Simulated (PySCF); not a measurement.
C4H10Si2, SMILES C=C[Si@H]1CC[SiH2]1. Coordinates come from a PBE0-D3(BJ)/def2-SVP optimisation. The structure was generated by enumeration; whether it is a known compound was not checked. One conformer was computed; it need not be the lowest.

Computed equilibrium geometry at PBE0-D3(BJ)/def2-SVP (PySCF confirms it by a frequency run) as Cartesian coordinates in Å (one conformer of several):
```xyz
16

C      3.1740     0.7795    -0.1158
C      2.0930     0.0761    -0.4756
Si     0.3670     0.4525     0.1226
C     -1.0547     0.5421    -1.1628
C     -2.2148     0.0144    -0.2792
Si    -1.1894    -1.1294     0.8682
H      3.1027     1.6439     0.5543
H      4.1793     0.5262    -0.4713
H      2.2326    -0.7811    -1.1478
H      0.4115     1.6790     0.9830
H     -0.8268    -0.1838    -1.9632
H     -1.2474     1.5111    -1.6509
H     -3.0556    -0.4280    -0.8367
H     -2.6267     0.8324     0.3365
H     -1.6539    -1.3179     2.2781
H     -0.9866    -2.4781     0.2469
```
Charge 0, spin multiplicity 1.
